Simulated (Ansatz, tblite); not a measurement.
Isomers of Pb3O4⁺ (doublet), found by a short tight-binding search and relaxed with PBE0-D4/def2-SVP in Ansatz.

In the def2 sets Pb takes a core potential; there is no spin–orbit coupling. The xTB rows come from tblite. Correlated methods freeze 16 core orbitals; core or outer-core shells of Pb are correlated, in sets that lack core-valence functions.

A: It holds 1 O–O bond. B: It holds 1 O–O bond. C: It holds 1 O–O bond.

Other spin states were run for one of them alone.

A:

```xyz
7

Pb    1.607   -0.530   -0.232
Pb    0.575    2.477   -0.886
Pb   -1.634    0.407    0.282
O    -1.066   -1.803    0.801
O    -0.102    0.447   -1.461
O     0.144   -2.154    0.604
O     0.476    1.157    0.891
```

B:

| atom | x (Å) | y (Å) | z (Å) |
| --- | --- | --- | --- |
| Pb1 | 1.9701 | 0.0825 | -1.5906 |
| Pb2 | -1.3074 | 2.2958 | -0.5399 |
| Pb3 | -1.5905 | -1.2087 | 1.5596 |
| O4 | 1.5961 | -1.4133 | 0.2310 |
| O5 | -1.7750 | 0.6037 | 0.6509 |
| O6 | 0.4394 | 1.4013 | -1.3450 |
| O7 | 0.6673 | -1.7613 | 1.0339 |

C:

Cartesian coordinates in Å:
```
Pb 1.1106 -0.1799 2.3437
Pb 1.1885 0.9789 -0.8563
Pb -2.4071 0.1942 0.3189
O 2.2948 0.0054 0.6716
O -0.4258 0.6385 0.8412
O -1.5121 -0.8242 -1.5586
O -0.2489 -0.8129 -1.7606
```

Task: Estimate which lies lowest at each level, and how far above it the others are (kJ/mol).

Result: 
```tsv
level	A	B	C
GFN1-xTB	0.0	82.1	40.8
GFN2-xTB	72.7	0.0	38.1
HF/def2-SVP	95.9	17.4	0.0
PBE-D4/def2-TZVP	31.0	33.3	0.0
revPBE-D4/def2-TZVP	37.0	31.3	0.0
r2SCAN-D4/def2-TZVP	30.3	41.4	0.0
PBE0-D4/def2-TZVP	43.0	32.4	0.0
PBE-QIDH/def2-TZVP	33.8	39.8	0.0
MP2/def2-SVP	19.3	32.3	0.0
CCSD/def2-SVP	48.8	36.1	0.0
CCSD(T)/def2-SVP	37.5	40.3	0.0
```
Point groups (tolerance 0.1 Å): A C2v, B Cs, C not assigned. Lower isomers may exist.
